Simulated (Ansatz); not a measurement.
Start from `OBOCF` and change one element to get `[OH][AlH][O]CF`.

Ansatz, PBE0-D4/def2-TZVP geometries, multiplicity 1. Each molecule was computed in one conformer, which needn't be the lowest.

```json
{"property": "zero-point energy (PBE0-D4/def2-TZVP) / kJ/mol", "`OBOCF`": "168.7"}
{"property": "HOMO energy (PBE0/def2-TZVPP) / eV", "`OBOCF`": "-9.39"}
{"property": "HOMO energy (PBE/def2-TZVPP) / eV", "`OBOCF`": "-7.71"}
{"property": "HOMO–LUMO gap (ωB97M-V/def2-TZVPP) / eV", "`OBOCF`": "14.11"}
{"property": "HOMO–LUMO gap (B3LYP/def2-TZVPP) / eV", "`OBOCF`": "9.42"}
{"property": "LUMO energy (PBE/def2-TZVPP) / eV", "`OBOCF`": "-0.47"}
```

(1) What does the change do to each property? (Best estimate.)

Answers

(1) Ansatz gave: 
```csv
property,`[OH][AlH][O]CF`,shift
zero-point energy (PBE0-D4/def2-TZVP) / kJ/mol,147.8,-20.9
HOMO energy (PBE0/def2-TZVPP) / eV,-8.54,0.85
HOMO energy (PBE/def2-TZVPP) / eV,-6.95,0.76
HOMO–LUMO gap (ωB97M-V/def2-TZVPP) / eV,12.23,-1.88
HOMO–LUMO gap (B3LYP/def2-TZVPP) / eV,7.81,-1.61
LUMO energy (PBE/def2-TZVPP) / eV,-1.04,-0.57
```

With PBE0 the HOMO rises by 0.85 eV and the LUMO falls by 0.80 eV, so the gap narrows by about 1.65 eV. PBE moves the HOMO by 0.76 eV and ωB97M-V by 0.85 eV.

B3LYP here is the variant with VWN-RPA as its local correlation; programs differ in this.
